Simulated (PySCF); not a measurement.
**TDDFT excited states: C8H10**

Species: m-xylene, C8H10.
InChI=1S/C8H10/c1-7-4-3-5-8(2)6-7/h3-6H,1-2H3

Theory: PySCF 2.14.0, density-fitted response routines, TDDFT wB97X-D/def2-SVPD, vertical, gas phase, core orbitals frozen in the response. Geometry: PBE0-D3(BJ)/def2-SVP; no solvent, vibrations or thermal averaging.

Q: What does the calculation give for the low-lying excited states?

A: 

```
state  λ (nm)  E (eV)       f  |μ| (D)  symmetry  main configurations (H = HOMO, L = LUMO)
   S1   233.3    5.31  0.0029     0.38         B                  H→L (59%), H-1→L+1 (40%)
   S2   207.1    5.99   0.010     0.68         A                  H→L+1 (57%), H-1→L (42%)
   S3   182.0    6.81   0.489     4.35         A                  H-1→L (56%), H→L+1 (40%)
   S4   180.7    6.86   0.768     5.43         B                  H-1→L+1 (57%), H→L (39%)
   S5   175.7    7.06  0.0000     0.02         –                               H→L+2 (87%)
   S6   170.6    7.27  0.0022     0.28         B                             H-1→L+2 (86%)
   S7   160.4    7.73   0.015     0.72         B                H→L+3 (72%), H-1→L+4 (14%)
   S8   157.5    7.87  0.0022     0.27         A                H→L+4 (79%), H-1→L+3 (10%)
   S9   157.4    7.88  0.0089     0.55         B                               H-2→L (94%)
  S10   157.2    7.89  0.0001     0.06         –                H-2→L+1 (76%), H-3→L (21%)
```

Triplets (Tamm–Dancoff): T1 4.10 eV, H→L+1 (54%), H-1→L (41%); T2 4.68 eV, H→L (81%), H-1→L+1 (17%); T3 4.75 eV, H-1→L (56%), H→L+1 (42%); T4 5.15 eV, H-1→L+1 (81%), H→L (17%).

The lowest singlet comes at 233 nm (513 kJ/mol) in the ultraviolet; it is very weak; its leading configuration is HOMO→LUMO (59%). The most intense listed level is S4 at 6.86 eV (181 nm, f = 0.768), 1.55 eV above S1. S8/S9/S10 lie within about 0.01 eV of each other. Löwdin shares by element: HOMO carbon 74% or more (atoms not listed hold the other 26%); LUMO carbon 63% or more (atoms not listed hold the other 37%). Weighted by f, the mean energy of these states is 6.85 eV. Orbital energies (eV): HOMO-3 -11.43, HOMO-2 -11.32, HOMO-1 -8.78, HOMO -8.53, LUMO 1.57, LUMO+1 1.65, LUMO+2 2.40. Of the 10 states listed, 4 reach f = 0.01 and 2 stay under 0.0005. All these states lie below the vertical ionisation energy of 8.60 eV (ΔSCF). Symmetry labels in C2 follow from the direction of the transition dipole and are given only for states with f of 0.002 or more. The window holds the lowest 10 singlets.

On one thread of an Arm Neoverse V2, no GPU (shared host), this took 2.4 min.
